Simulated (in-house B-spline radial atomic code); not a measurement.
The numbers below are computed, except where a source is named.
**Making a Troullier-Martins d channel for Br, r_c = 1.13 bohr**

Br, [Ar] 3d10 4s2 4p5, non-relativistic PBE, spherical and spin-unpolarised, from an all-electron radial atomic-structure program (B-spline basis) (atomic units). The all-electron 3d level is ε = -2.511785 hartree and its outer maximum at 0.43 bohr.

Inside r_c the pseudo-orbital is u(r) = r^3 exp(p(r)), with p = c0 + c2 r² + c4 r⁴ + … + c12 r¹². The seven coefficients follow from p and its first four derivatives at r_c, from zero curvature of the screened potential at the origin, c4 = −c2²/(2l + 5), and from the norm inside r_c. At r_c the all-electron orbital has P = 0.4636587, P' = -0.9412016, the screened potential V = -3.057712, V' = 6.102078, V'' = -20.04819, and the norm inside is Q = 0.9489697.

(1) What are p, p' and p'' at r_c?

For a trial c2 the five matching conditions are linear in c0, c6, c8, c10 and c12, and c2 is varied until the norm inside r_c equals Q. The root nearest zero gives:

```csv
n,c_n
0,3.930728
2,-5.643031
4,-3.5382
6,11.83902
8,-10.93712
10,4.5842
12,-0.7441106
```

(2) Check c4 and p(r_c), and find the screened pseudopotential at the origin.

Orbitals and screened potentials:

| r (bohr) | P | u | V all-electron | V pseudo |
| --- | --- | --- | --- | --- |
| 0.113 | 0.3081 | 0.06836 | -204.9 | -41.93 |
| 0.282 | 1.1 | 0.7172 | -51.5 | -39.15 |
| 0.452 | 1.297 | 1.393 | -21.84 | -28.57 |
| 0.621 | 1.133 | 1.314 | -11.41 | -13.83 |
| 0.791 | 0.8802 | 0.9325 | -6.801 | -4.76 |
| 0.96 | 0.6487 | 0.6514 | -4.433 | -3.292 |
| 1.13 | 0.4637 | 0.4637 | -3.058 | -3.058 |

Logarithmic derivatives P'/P at R = 1.43 bohr, for energies E around ε:

| E − ε (hartree) | all-electron | pseudo |
| --- | --- | --- |
| -0.5 | 1.52569 | 1.55817 |
| -0.25 | 0.808829 | 0.832559 |
| -0.1 | -0.246333 | -0.235778 |
| 0 | -2.13751 | -2.13737 |
| 0.1 | -13.2601 | -12.8732 |
| 0.25 | 7.88805 | 8.25179 |
| 0.5 | 3.84384 | 3.99 |

## Answers

(1) p = ln(P/r_c^3) = ln(0.4636587/1.4429) = -1.13526. p' = P'/P − 3/r_c = -2.02994 − 2.65487 = -4.68481. The radial equation gives p'' = 2(V − ε) − 2(3) p'/r_c − p'² = -1.09185 − (-24.87511) − 21.94746 = 1.83579. Differentiating, p''' = 2V' + 2(3)p'/r_c² − 2(3)p''/r_c − 2p'p'' = -2.3561, and p'''' = 2V'' − 4(3)p'/r_c³ + 4(3)p''/r_c² − 2(3)p'''/r_c − 2p''² − 2p'p''' = -0.18815.

(2) −c2²/9 = -3.5382, as listed. The terms c_n r_c^n are 3.93073, -7.20559, -5.76894, 24.64826, -29.07573, 15.56138, -3.22536, which sum to -1.13526. Inverting the radial equation, V_l(r) = ε + 3 p'/r + (p'' + p'²)/2, so V_l(0) = ε + (2l + 3) c2 = -2.511785 + 7 × (-5.64303) = -42.0130 hartree, finite where the all-electron potential diverges.
